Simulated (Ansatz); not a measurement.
Reaction (ligand exchange at a Ga–F bond): `[F][Ga]([F])[SeH]` + H₂S → `[F][Ga]([SH])[SeH]` + H–F

Gas-phase electronic energies from Ansatz, PBE0-D4/def2-TZVP geometries. CCSD(T)/CBS is the MP2 limit (def2-TZVPP, def2-QZVPP) plus CCSD(T) − MP2 in def2-TZVPP, frozen cores. This one scheme is used for every species. Functionals use def2-TZVPP. HSE06 is defined as in plane-wave codes. For Ga, Se outer-core shells are correlated without core-valence functions, which leaves a few kJ/mol of doubt a bond. Scalar relativity is left out up to krypton. Each species was taken in one conformer, which may not be the lowest.

```tsv
level	ΔE (kcal/mol)
PBE0	-3.6
HSE06	-3.7
MP2/def2-TZVPP	-3.4
CCSD(T)/def2-QZVPP	-2.4
```

(1) What does CCSD(T)/CBS give? (Estimate.)

Largest T1 diagnostic among the species: 0.013.

## Answers

(1) Ansatz gave: -4.2 kcal/mol. The listed levels differ from it by 0.6, 0.5, 0.8, 1.8 kcal/mol.

The D4 term adds −1.8 kcal/mol with B3LYP and −1.0 kcal/mol with PBE0; it sums over pairs of atoms, weighted by their polarisabilities, and B3LYP, whose exchange is more repulsive, gets the larger term. From BLYP to BHLYP (50 % exact exchange), in def2-TZVPP and without D4, ΔE moves by −1.1 kcal/mol.

B3LYP here is the variant with VWN-RPA as its local correlation; programs differ in this.
